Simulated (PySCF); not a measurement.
Computed structure and properties of LaCl3(H2O)

System: LaCl3(H2O) (singlet); start: displaced along the imaginary mode (C1). Method: PySCF 2.14.0, RKS PBE0, La def2-SVP with ECP46, Cl def2-SVP, O def2-SVP, H def2-SVP; non-relativistic Hamiltonian with scalar-relativistic core potentials where named; density fitting; no spin-orbit coupling.

Input of the relaxation:

```python
mol = gto.M(atom='''
La     0.04114    -0.10471     0.08715
Cl     0.91792     2.23804     0.94865
Cl    -1.43388    -1.63366     1.62519
Cl     0.96486    -1.01488    -2.19923
O     -1.21268     1.55892    -1.35996
H     -0.86261     2.44073    -1.08793
H     -1.13660     1.49333    -2.33783''',
    basis={'La': 'def2-SVP', 'Cl': 'def2-SVP', 'O': 'def2-SVP', 'H': 'def2-SVP'},
    ecp={'La': 'def2-SVP'},
    charge=0, spin=0)
mf = dft.RKS(mol, xc='PBE0')
mf.grids.atom_grid = (50, 194)  # f atoms: unpruned, at least (60, 302)
mf = mf.density_fit()  # fitting sets: La def2-universal-JKFIT, Cl def2-universal-JKFIT, O def2-universal-JKFIT, H def2-universal-JKFIT
mf.conv_tol = 1e-08; mf.max_cycle = 55
mf.kernel(dm0)  # dm0: converged density of the start geometry
# quasi-Newton relaxation in Cartesian coordinates to a largest gradient under 0.00045 Eh/bohr, steps kept in the point group
```

Run from Python with OMP_NUM_THREADS=2; the lines above give its settings. Where DIIS fails, smearing, a level shift and second-order steps follow.
It took 2 min on 2 threads of Arm Neoverse V1 (shared host), from the converged density of the start.

Course of the relaxation:

```csv
step,energy above end (eV),largest force component within the symmetry (eV/Å)
0,0.0305,0.799
1,0.0170,0.126
2,0.0164,0.030
3,0.0161,0.032
4,0.0153,0.060
5,0.0148,0.059
6,0.0139,0.067
7,0.0121,0.135
19,0.0006,0.018
20,0.0004,0.038
21,0.0002,0.070
22,0.0003,0.121
23,0.0001,0.013
24,0.0000,0.008
```
(The steps between are left out.)

Relaxed geometry (C1):

```xyz
7

La    0.0531   -0.1422   -0.0664
Cl    0.9417    2.2256    0.7702
Cl   -1.4844   -1.5900    1.4821
Cl    1.3728   -1.3884   -1.9532
O    -1.2232    1.6231   -1.3429
H    -0.8014    2.4306   -0.9970
H    -1.5805    1.8190   -2.2168
```

```
     contact      Å
La1–Cl2 (Cl)  2.664
La1–Cl3 (Cl)  2.619
La1–Cl4 (Cl)  2.618
La1–O5 (H2O)  2.525
```

On the finer grid (75, 302):

```
HOMO                                                          : -8.40 eV
LUMO                                                          : -1.83 eV
Dipole about the centre of mass                               : 5.03 D
Set of Mulliken populations of La1 outside the core potential : s 2.21, p 6.26, d 1.44, f 0.14
D3(BJ) dispersion energy (not in the energies)                : -0.183 eV
```

```csv
atom,Mulliken (e),Löwdin (e),spin (e)
La1,0.95,0.02,0.00
Cl2,-0.40,-0.12,0.00
Cl3,-0.35,-0.07,0.00
Cl4,-0.35,-0.07,0.00
O5,-0.30,0.00,0.00
H6,0.22,0.11,0.00
H7,0.23,0.13,0.00
```

On the grid (50, 194), as all that follows. Harmonic modes: a minimum within the noise of the softest modes; lowest 29 cm⁻¹ (negative: unstable), highest 3924 cm⁻¹, zero-point energy 0.739 eV.

Taking off one Cl (charge -1, singlet; the rest: singlet) in vacuum, both parts rigid, costs 8.83 eV; the small basis without counterpoise inflates it. Most of it is the attraction of opposite charges; other ways to part are cheaper, and one spin state was tried for the rest.

Rigid scan of Cl along the line from its metal:

```json
{"distance to Cl2 (Å)": "2.36", "energy (eV)": "0.643"}
{"distance to Cl2 (Å)": "2.46", "energy (eV)": "0.250"}
{"distance to Cl2 (Å)": "2.56", "energy (eV)": "0.054"}
{"distance to Cl2 (Å)": "2.66", "energy (eV)": "0.000"}
{"distance to Cl2 (Å)": "2.76", "energy (eV)": "0.045"}
{"distance to Cl2 (Å)": "2.86", "energy (eV)": "0.160"}
{"distance to Cl2 (Å)": "3.06", "energy (eV)": "0.517"}
{"distance to Cl2 (Å)": "3.36", "energy (eV)": "1.194"}
{"distance to Cl2 (Å)": "3.76", "energy (eV)": "2.115"}
{"distance to Cl2 (Å)": "4.26", "energy (eV)": "3.099"}
```

Taking off one H2O (charge 0, singlet; the rest: singlet) in vacuum, both parts rigid, costs 1.41 eV; the small basis without counterpoise inflates it.

Rigid scan of H2O along the line from its metal:

distance to O5 (Å), energy (eV) and a bar:
```
     2.22      0.394 ############
     2.32      0.150 #####
     2.42      0.032 #
     2.52      0.000 
     2.62      0.022 #
     2.72      0.078 ##
     2.92      0.238 #######
     3.22      0.494 ###############
     3.62      0.769 #######################
     4.12      0.994 ##############################
```

One start shape was tried, so this needn't be the lowest isomer.
